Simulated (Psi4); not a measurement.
O2Ti (SMILES [O]=[Ti]=[O]), singlet, geometry from GFN2-xTB (such geometries of metal compounds can be far from the true shape); BLYP/STO-3G in Psi4.

Here is a job for Psi4.
```
memory 2 GB

molecule {
0 1
Ti    0.23899428    0.04573060    0.28655580
O     0.69526851    0.11672313   -1.27662119
O    -1.35250277   -0.24248227    0.48859274
}

set {
  basis sto-3g
  scf_type pk
  puream true
  d_convergence 1e-8
  dft_radial_points 99
  dft_spherical_points 590
}

energy('blyp')
print_variables()
```

Question: Write the output that Psi4 gives for this input, abridged.

Answer: 
```
   => Loading Basis Set <=

    Name: STO-3G
    Role: ORBITAL
    Keyword: BASIS

         ---------------------------------------------------------
                                   SCF
               by Justin Turney, Rob Parrish, Andy Simmonett
                          and Daniel G. A. Smith
                              RKS Reference
         ---------------------------------------------------------

  ==> Geometry <==

    Molecular point group: cs
    Full point group: Cs

    Geometry (in Angstrom), charge = 0, multiplicity = 1:

       Center              X                  Y                   Z               Mass
    ------------   -----------------  -----------------  -----------------  -----------------
         TI          -0.231260770752     0.272361215914     0.000000000000    47.947941980000
         O           -0.692871824058    -1.290860985122     0.000000000000    15.994914619570
         O            1.386122040268     0.474403999333     0.000000000000    15.994914619570

  Running in cs symmetry.

  Rotational constants: A =      1.10211  B =      0.28338  C =      0.22542 [cm^-1]
  Rotational constants: A =  33040.36771  B =   8495.46478  C =   6757.85854 [MHz]
  Nuclear repulsion =  126.697290562485733

  Charge       = 0
  Multiplicity = 1
  Electrons    = 38
  Nalpha       = 19
  Nbeta        = 19

  ==> Algorithm <==

  SCF Algorithm Type is PK.
  DIIS enabled.
  MOM disabled.
  Fractional occupation disabled.
  Guess Type is SAD.
  Energy threshold   = 1.00e-06
  Density threshold  = 1.00e-08
  Integral threshold = 1.00e-12

  ==> Primary Basis <==

  Basis Set: STO-3G
    Blend: STO-3G
    Number of shells: 14
    Number of basis functions: 28
    Number of Cartesian functions: 29
    Spherical Harmonics?: true
    Max angular momentum: 2

  ==> DFT Potential <==

   => LibXC <=

    Version 7.1.2
    S. Lehtola, C. Steigemann, M. J. T. Oliveira, and M. A. L. Marques,  SoftwareX 7, 1–5 (2018) (10.1016/j.softx.2017.11.002)

   => Composite Functional: BLYP <=

    BLYP GGA Exchange-Correlation Functional

    P.J. Stephens et. al., J. Phys. Chem., 98, 11623-11627, 1994
    B. Miehlich et. al., Chem. Phys. Lett., 157(3), 200-206 1989

    Deriv               =              1
    GGA                 =           TRUE
    Meta                =          FALSE

    Exchange Hybrid     =          FALSE
    MP2 Hybrid          =          FALSE

   => Exchange Functionals <=

    1.0000     XC_GGA_X_B88

   => Correlation Functionals <=

    1.0000     XC_GGA_C_LYP

   => LibXC Density Thresholds  <==

    XC_GGA_C_LYP:  1.00E-14
    XC_GGA_X_B88:  1.00E-15

   => Molecular Quadrature <=

    Radial Scheme          =       TREUTLER
    Pruning Scheme         =           NONE
    Nuclear Scheme         =       TREUTLER

    Blocking Scheme        =         OCTREE
    BS radius alpha        =              1
    Pruning alpha          =              1
    Radial Points          =             99
    Spherical Points       =            590
    Total Points           =         162178
    Total Blocks           =           1259
    Max Points             =            256
    Max Functions          =             27
    Weights Tolerance      =       1.00E-15

  ==> Integral Setup <==

  Using in-core PK algorithm.
   Calculation information:
      Number of atoms:                   3
      Number of AO shells:              14
      Number of primitives:             42
      Number of atomic orbitals:        29
      Number of basis functions:        28

      Integral cutoff                 1.00e-12
      Number of threads:                 1

  Performing in-core PK
  Using 165242 doubles for integral storage.
  We computed 4851 shell quartets total.
  Whereas there are 5565 unique shell quartets.

  ==> DiskJK: Disk-Based J/K Matrices <==

    J tasked:                  Yes
    K tasked:                   No
    wK tasked:                  No
    Schwarz Cutoff:          1E-12

  Minimum eigenvalue in the overlap matrix is 2.1901448451E-01.
  Reciprocal condition number of the overlap matrix is 1.1085808628E-01.
    Using symmetric orthogonalization.

  ==> Pre-Iterations <==

  SCF Guess: Superposition of Atomic Densities via on-the-fly atomic UHF (no occupation information).

   -------------------------
    Irrep   Nso     Nmo
   -------------------------
     A'        21      21
     A"         7       7
   -------------------------
    Total      28      28
   -------------------------

  ==> Iterations <==

                        Total Energy        Delta E     RMS |[F,P]|

   @RKS iter SAD:  -987.96802723940345   -9.87968e+02   0.00000e+00
   @RKS iter   1:  -988.63309059643359   -6.65063e-01   3.35780e-02 DIIS/ADIIS
   @RKS iter   2:  -974.84181286286207    1.37913e+01   1.73747e-01 ADIIS
   @RKS iter   3:  -986.22166669502531   -1.13799e+01   1.09206e-01 ADIIS
   @RKS iter   4:  -988.98203291030813   -2.76037e+00   1.30827e-02 DIIS/ADIIS
   @RKS iter   5:  -989.02063483891254   -3.86019e-02   3.78854e-03 DIIS/ADIIS
   @RKS iter   6:  -989.02394592095607   -3.31108e-03   1.24816e-03 DIIS/ADIIS
   @RKS iter   7:  -989.02437898787957   -4.33067e-04   2.51045e-04 DIIS/ADIIS
   @RKS iter   8:  -989.02440284315082   -2.38553e-05   2.44257e-05 DIIS
   @RKS iter   9:  -989.02440303002300   -1.86872e-07   7.12288e-06 DIIS
   @RKS iter  10:  -989.02440304549475   -1.54718e-08   1.18716e-06 DIIS
   @RKS iter  11:  -989.02440304592392   -4.29168e-10   1.16250e-07 DIIS
   @RKS iter  12:  -989.02440304592835   -4.43379e-12   8.32533e-09 DIIS
  Energy and wave function converged.

  ==> Post-Iterations <==

   Electrons on quadrature grid:
      Ntotal   =   38.0000007291 ; deviation = 7.291e-07

    Orbital Energies [Eh]
    ---------------------

    Doubly Occupied:

       1Ap  -176.120348     2Ap   -19.317534     3Ap   -18.462086
       4Ap   -18.462019     5Ap   -16.428587     1App  -16.428098
       6Ap   -16.423907     7Ap    -2.315853     2App   -1.495555
       8Ap    -1.490373     9Ap    -1.483950    10Ap    -0.673852
      11Ap    -0.659661    12Ap    -0.149001     3App   -0.133043
      13Ap    -0.126495     4App   -0.125088    14Ap    -0.099180
      15Ap    -0.056127

    Virtual:

      16Ap    -0.045418     5App    0.056365    17Ap     0.063201
      18Ap     0.161655     6App    0.187724     7App    0.236645
      19Ap     0.289002    20Ap     0.496749    21Ap     0.630077

    Final Occupation by Irrep:
             Ap   App
    DOCC [    15,    4 ]
    NA   [    15,    4 ]
    NB   [    15,    4 ]

  @RKS Final Energy:  -989.02440304592835

   => Energetics <=

    Nuclear Repulsion Energy =            126.6972905624857333
    One-Electron Energy =               -1608.6080904925138384
    Two-Electron Energy =                 551.8408940874702466
    DFT Exchange-Correlation Energy =     -58.9544972033704795
    Empirical Dispersion Energy =           0.0000000000000000
    VV10 Nonlocal Energy =                  0.0000000000000000
    Total Energy =                       -989.0244030459283522

Computation Completed

Properties will be evaluated at   0.000000,   0.000000,   0.000000 [a0]

Properties computed using the SCF density matrix

 Multipole Moments:

 ------------------------------------------------------------------------------------
     Multipole            Electronic (a.u.)      Nuclear  (a.u.)        Total (a.u.)
 ------------------------------------------------------------------------------------

 L = 1.  Multiply by 2.5417464519 to convert [e a0] to [Debye]
 Dipole X            :         -1.9315681            0.8659949           -1.0655732
 Dipole Y            :          2.2748528           -1.0199025            1.2549503
 Dipole Z            :          0.0000000            0.0000000            0.0000000
 Magnitude           :                                                    1.6463130

 ------------------------------------------------------------------------------------

  Variable Map:
  ----------------------------------------------------------------------------
  "CURRENT ENERGY"              =>    -989.024403045928
  "CURRENT REFERENCE ENERGY"    =>    -989.024403045928
  "DD SOLVATION ENERGY"         =>       0.000000000000
  "DFT FUNCTIONAL TOTAL ENERGY" =>    -989.024403045928
  "DFT TOTAL ENERGY"            =>    -989.024403045928
  "DFT VV10 ENERGY"             =>       0.000000000000
  "DFT XC ENERGY"               =>     -58.954497203370
  "GRID ELECTRONS ALPHA"        =>      19.000000364550
  "GRID ELECTRONS BETA"         =>      19.000000364550
  "GRID ELECTRONS TOTAL"        =>      38.000000729099
  "NUCLEAR REPULSION ENERGY"    =>     126.697290562486
  "ONE-ELECTRON ENERGY"         =>   -1608.608090492514
  "PCM POLARIZATION ENERGY"     =>       0.000000000000
  "PE ENERGY"                   =>       0.000000000000
  "SCF ITERATION ENERGY"        =>    -989.024403045928
  "SCF ITERATIONS"              =>      12.000000000000
  "SCF TOTAL ENERGY"            =>    -989.024403045928
  "TWO-ELECTRON ENERGY"         =>     551.840894087470
  "XC GRID RADIAL POINTS"       =>      99.000000000000
  "XC GRID SPHERICAL POINTS"    =>     590.000000000000
  "XC GRID TOTAL POINTS"        =>  162178.000000000000

  Array Variable Map:
  ----------------------------------------------------------------------------
  "CURRENT DIPOLE"              =>      -1.065573159423 ... 0.000000000000 1 by 3
  "SCF DIPOLE"                  =>      -1.065573159423 ... 0.000000000000 1 by 3
  "SCF TOTAL ENERGIES"          =>    -987.968027239403 ... -989.024403045928 1 by 13
```
